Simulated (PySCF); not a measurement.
Job file and geometry (Å, from GFN2-xTB) of an NMR shielding run on SMILES BC1=CO[Si@H]1C[SiH3], C$_{3}$H$_{9}$BOSi$_{2}$, GIAO PBE0/pcSseg-1 NMR shielding, non-relativistic, gas phase (PySCF 2.14.0, density-fitted response routines); density fitting, a coarse starting grid and PySCF grid level 2 are the driver's defaults:

```
$ OMP_NUM_THREADS=1 python probes_run.py task.json out

{"job": {"kind": "nmr", "xc": "PBE0", "basis": "pcSseg-1"}, "charge": 0, "multiplicity": 1}
B     -2.063392     1.773316     0.473946
C     -1.637419     0.330153     0.324789
C     -2.286572    -0.736730    -0.206845
O     -1.507329    -1.830864    -0.117433
Si    -0.247892    -0.911877     0.678194
C      1.349324    -0.903139    -0.319670
Si     2.589960     0.398036     0.293804
H     -3.098729     2.115617     0.043412
H     -1.364813     2.545088     1.011388
H     -3.261098    -0.851035    -0.657539
H     -0.154434    -1.468905     2.023199
H      1.805455    -1.890432    -0.265797
H      1.129100    -0.721597    -1.371497
H      2.904133     0.125067     1.697410
H      3.812265     0.298464    -0.510755
H      2.023841     1.737784     0.159466
```

**Question.** What does the program print?

**Answer.** 
```
coarse grid: 14264 points
cycle   1  E = -798.0578607715  dE =  7.344e-01  |g| = 7.269e-01  |ddm| = 3.590e+00
cycle   2  E = -797.9487486447  dE =  1.091e-01  |g| = 1.057e+00  |ddm| = 1.327e+00
cycle   3  E = -798.1659106294  dE = -2.172e-01  |g| = 1.498e-01  |ddm| = 8.259e-01
cycle   4  E = -798.1700924861  dE = -4.182e-03  |g| = 6.461e-02  |ddm| = 1.782e-01
cycle   5  E = -798.1710177872  dE = -9.253e-04  |g| = 2.044e-02  |ddm| = 6.374e-02
cycle   6  E = -798.1711166825  dE = -9.890e-05  |g| = 3.947e-03  |ddm| = 2.127e-02
cycle   7  E = -798.1711208491  dE = -4.167e-06  |g| = 1.238e-03  |ddm| = 5.300e-03
final grid: 128240 points
cycle   8  E = -798.2202586119  dE = -1.865e-05  |g| = 1.059e-02  |ddm| = 2.079e-02
cycle   9  E = -798.2202168205  dE =  4.179e-05  |g| = 1.803e-02  |ddm| = 1.978e-02
cycle  10  E = -798.2202805744  dE = -6.375e-05  |g| = 2.315e-03  |ddm| = 1.351e-02
cycle  11  E = -798.2202818262  dE = -1.252e-06  |g| = 3.323e-04  |ddm| = 2.154e-03
cycle  12  E = -798.2202818517  dE = -2.547e-08  |g| = 1.244e-04  |ddm| = 3.968e-04
cycle  13  E = -798.2202818558  dE = -4.115e-09  |g| = 3.852e-05  |ddm| = 1.445e-04
cycle  14  E = -798.2202818561  dE = -3.311e-10  |g| = 7.092e-06  |ddm| = 3.053e-05
converged SCF energy = -798.2202818561

GIAO shielding tensors (ppm)
atom      isotropic    diamagn.    paramagn.     s11        s22        s33       span
  0 B       40.554     194.545    -153.991    -11.742     -3.108    136.513    148.255
  1 C       51.453     256.762    -205.309    -35.549     49.946    139.963    175.512
  2 C       -9.214     257.166    -266.380   -115.349      3.142     84.565    199.914
  3 O      106.212     400.787    -294.575    -15.849     67.161    267.325    283.174
  4 Si     301.483     880.521    -579.037    231.882    306.929    365.639    133.757
  5 C      189.175     260.451     -71.276    180.175    187.214    200.137     19.963
  6 Si     429.950     879.613    -449.662    405.100    419.692    465.059     59.958
  7 H       25.264      29.975      -4.711     20.169     27.438     28.185      8.016
  8 H       25.518      31.358      -5.840     20.075     27.560     28.919      8.844
  9 H       23.405      30.604      -7.200     22.090     23.137     24.987      2.897
 10 H       25.741      29.433      -3.692     22.871     24.494     29.857      6.986
 11 H       31.072      30.418       0.654     26.088     28.468     38.661     12.573
 12 H       31.069      33.811      -2.742     26.289     28.751     38.166     11.877
 13 H       27.713      28.807      -1.094     24.356     25.974     32.809      8.454
 14 H       27.509      28.157      -0.648     23.966     25.277     33.283      9.316
 15 H       27.653      29.664      -2.011     23.902     26.404     32.651      8.750
```

Size and cost of the density-fitted run: 178 basis functions, 45 s wall time on 1 thread of an Arm Neoverse N1, shared host; peak memory 0.87 GiB.
